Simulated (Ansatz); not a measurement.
Cost and result for the atomization energy of CH8OSSi2 (`CO[SiH2]S[SiH3]`) (13 atoms, 12 bonds).

| atom | x (Å) | y (Å) | z (Å) |
| --- | --- | --- | --- |
| C1 | 0.738 | -1.355 | 1.497 |
| O2 | 0.223 | -1.022 | 0.227 |
| Si3 | -1.289 | -0.433 | -0.014 |
| S4 | -1.328 | 0.502 | -1.915 |
| Si5 | 0.433 | 1.687 | -1.623 |
| H6 | 0.354 | -2.323 | 1.835 |
| H7 | 1.824 | -1.421 | 1.417 |
| H8 | 0.487 | -0.596 | 2.246 |
| H9 | -2.320 | -1.501 | -0.046 |
| H10 | -1.594 | 0.529 | 1.079 |
| H11 | 0.314 | 2.848 | -2.539 |
| H12 | 1.662 | 0.925 | -1.947 |
| H13 | 0.496 | 2.159 | -0.216 |

Charge 0, multiplicity 1. Geometry: relaxed with PBE0-D4/def2-TZVP. It is one conformer, not always the lowest. Program: Ansatz. All runs use 4 threads of an Arm Neoverse V2 on a shared host. Times are those of one run each, without the atoms' runs, and a repeat can differ threefold. Electronic energies, without spin–orbit coupling; frozen cores. CCSD(T)/CBS adds CCSD(T) − MP2 in def2-TZVPP to the MP2 limit, and its time is that of the two runs behind it. T1 = 0.011. B3LYP takes the VWN-RPA correlation (the form of Gaussian; ORCA's B3LYP/G).

CCSD(T)/CBS is a level of theory with its own doubt, some kJ/mol a heavy atom from the limit and from the frozen cores, so smaller differences don't rank the functionals.

```tsv
level	functions	wall time
PBE-D4/def2-TZVPP (with forces)	300	3.5 s
PBE0-D4/def2-TZVPP	300	4.9 s
r2SCAN-D4/def2-TZVPP (with forces)	300	7 s
B3LYP-D4/def2-TZVPP (with forces)	300	8 s
B2PLYP/def2-TZVPP	300	8 s
ωB97X-V/def2-TZVPP	300	12 s
ωB97M-V/def2-TZVPP (with forces)	300	17 s
MP2/def2-QZVPP	564	35 s
CCSD(T)/def2-TZVPP	300	5.3 min
CCSD(T)/CBS(def2)	–	5.9 min
```

Task: What atomization energy does each give, and how far from CCSD(T)/CBS? (Best estimate.)

Result: Computed: 
```csv
level,atomization (kJ/mol),difference from CCSD(T)/CBS,per bond
PBE-D4/def2-TZVPP (with forces),4415.7,-3.5,-0.3
PBE0-D4/def2-TZVPP,4374.2,-45.0,-3.8
r2SCAN-D4/def2-TZVPP (with forces),4413.7,-5.5,-0.5
B3LYP-D4/def2-TZVPP (with forces),4397.7,-21.5,-1.8
B2PLYP/def2-TZVPP,4344.1,-75.1,-6.3
ωB97X-V/def2-TZVPP,4439.0,19.8,1.7
ωB97M-V/def2-TZVPP (with forces),4425.4,6.2,0.5
MP2/def2-QZVPP,4402.1,-17.1,-1.4
CCSD(T)/def2-TZVPP,4296.1,-123.1,-10.3
CCSD(T)/CBS(def2),4419.2,0.0,0.0
```

In def2-TZVPP, CCSD(T) changes the Hartree–Fock value by +1023.3 kJ/mol (the triples alone add +54.2 kJ/mol) and MP2 by +1056.0 kJ/mol; breaking electron pairs costs correlation energy, which Hartree–Fock lacks. The D4 term adds +53.0 kJ/mol with B3LYP and +28.1 kJ/mol with PBE0; it sums over pairs of atoms, weighted by their polarisabilities, and B3LYP, whose exchange is more repulsive, gets the larger term. From PBE to PBE0 (25 % exact exchange), in def2-TZVPP and without D4, the atomization energy moves by −36.8 kJ/mol: exact exchange takes away binding that semilocal exchange gives to molecules.
